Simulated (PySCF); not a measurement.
C2H11NSi2. Atoms are numbered in the order given.

```xyz
16

Si     0.1447     0.5018     1.5745
C     -0.0156    -1.1996     2.3525
N     -0.5947     0.6177     0.0000
Si     0.1447     0.5018    -1.5745
C     -0.0156    -1.1996    -2.3525
H      1.5913     0.8346     1.3992
H     -0.4897     1.5031     2.4912
H      0.4602    -1.2226     3.3461
H     -1.0734    -1.4802     2.4778
H      0.4661    -1.9641     1.7231
H     -1.6101     0.6778     0.0000
H     -0.4897     1.5031    -2.4912
H      1.5913     0.8346    -1.3992
H      0.4602    -1.2226    -3.3461
H      0.4661    -1.9641    -1.7231
H     -1.0734    -1.4802    -2.4778
```

Geometry: PBE0-D3(BJ)/def2-SVP. Other conformers were not sampled.

These are PBE0-D3(BJ)/def2-SVP run with PySCF values and carry that method's errors.

Frequencies are harmonic and unscaled.

Computed normal modes with their intensities:
| mode | ν (cm⁻¹) | IR (km/mol) | moving atoms (share of kinetic energy) |
|---|---|---|---|
| 1 | 19 | 0.3 | H 45 %, C 28 %, Si 27 % |
| 2 | 20 | 0.1 | C 52 %, H 28 %, N 20 % |
| 3 | 152 | 0.2 | H 87 % |
| 4 | 170 | 0.0 | H 94 % |
| 5 | 202 | 1.3 | Si 39 %, H 31 %, C 27 % |
| 6 | 213 | 1.5 | H 47 %, Si 24 %, N 18 %, C 11 % |
| 7 | 236 | 3.2 | H 50 %, N 24 %, Si 19 % |
| 8 | 381 | 78.1 | H 66 %, N 31 % |
| 9 | 472 | 2.0 | H 90 %, Si 10 % |
| 10 | 491 | 9.9 | H 82 %, Si 17 % |
| 11 | 597 | 5.3 | H 43 %, Si 24 %, N 20 %, C 14 % |
| 12 | 678 | 1.0 | H 42 %, C 42 %, Si 14 % |
| 13 | 683 | 0.0 | H 88 % |
| 14 | 707 | 2.5 | H 45 %, C 28 %, Si 24 % |
| 15 | 746 | 9.3 | H 61 %, C 21 %, Si 18 % |
| 16 | 758 | 105.2 | H 56 %, C 22 %, Si 17 % |
| 17 | 835 | 90.0 | H 55 %, N 27 %, Si 14 % |
| 18 | 885 | 1.7 | H 81 %, C 15 % |
| 19 | 894 | 29.9 | H 82 %, C 14 % |
| 20 | 906 | 593.6 | H 77 %, Si 16 % |
| 21 | 927 | 0.0 | H 93 % |
| 22 | 937 | 225.2 | H 93 % |
| 23 | 954 | 75.4 | N 43 %, H 42 %, Si 14 % |
| 24 | 960 | 69.5 | H 77 %, Si 17 % |
| 25 | 1196 | 211.3 | H 66 %, N 31 % |
| 26 | 1260 | 24.3 | H 77 %, C 22 % |
| 27 | 1262 | 46.9 | H 78 %, C 22 % |
| 28 | 1426 | 0.1 | H 96 % |
| 29 | 1427 | 4.4 | H 96 % |
| 30 | 1428 | 8.6 | H 96 % |
| 31 | 1430 | 1.9 | H 96 % |
| 32 | 2204 | 143.2 | H 97 % |
| 33 | 2209 | 195.0 | H 97 % |
| 34 | 2226 | 1.1 | H 97 % |
| 35 | 2236 | 203.6 | H 97 % |
| 36 | 3052 | 1.4 | H 97 % |
| 37 | 3052 | 3.9 | H 97 % |
| 38 | 3157 | 3.4 | H 91 %, C 9 % |
| 39 | 3158 | 5.9 | H 91 %, C 9 % |
| 40 | 3160 | 5.5 | H 91 %, C 9 % |
| 41 | 3161 | 3.4 | H 91 %, C 9 % |
| 42 | 3613 | 33.4 | H 93 % |
